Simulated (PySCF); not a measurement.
This script is equivalent to a calculation on Bi³⁺ (bismuth, charge +3).

```python
from pyscf import gto, scf, dft, mp, cc
import basis_set_exchange as bse
mol = gto.M(atom="Bi 0 0 0", charge=3, spin=0, symmetry="D2h",
            basis=gto.basis.parse(bse.get_basis("ANO-RCC-VTZP", elements=["Bi"], fmt="nwchem")),
            nucmod="G")
mf = scf.UHF(mol).sfx2c1e()
mf.irrep_nelec = {'Ag': (12, 12), 'B1g': (3, 3), 'B2g': (3, 3), 'B3g': (3, 3), 'Au': (1, 1), 'B1u': (6, 6), 'B2u': (6, 6), 'B3u': (6, 6)}
mf.kernel()
```

(1) What total energy does it give?

(2) Which occupied shell lies highest, and where?

Spin-orbit coupling, which splits the p, d and f shells strongly at this Z, is absent.

Results:

(1) -21526.61999 hartree (calculated).

(2) 6s, at -42.910 eV.
